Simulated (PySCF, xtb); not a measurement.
thionyl fluoride cation (F2OS), SMILES O=S(F)F (connectivity only; charge and spin as stated), charge +1, multiplicity 2.

Geometry optimised at PBE0-D3(BJ)/def2-TZVP. The multiplicity is an assumed one; other spin states were not compared.

Method: IEF-PCM-B3LYP/def2-SVP run with PySCF 2.14.0.

The values are the electrostatic part of the solvation free energy, E(continuum) − E(gas) at the gas-phase geometry, in a cavity of scaled van der Waals radii (PySCF's table); cavitation and dispersion terms are not included.

| solvent | ε | ΔG(elec) (kcal/mol) |
|---|---|---|
| water | 78.36 | -71.5 |
| acetone | 20.49 | -68.8 |
| ethylethanoate | 5.99 | ___ |

Fill in the missing entries. (The exact figures need the calculation; the answer reports its results.)


- ethylethanoate, ΔG(elec) (kcal/mol): -59.8

For comparison, GFN2-xTB/ALPB(water) (xtb, at the GFN2-xTB geometry, all terms of that model) gives -70.7 kcal/mol.
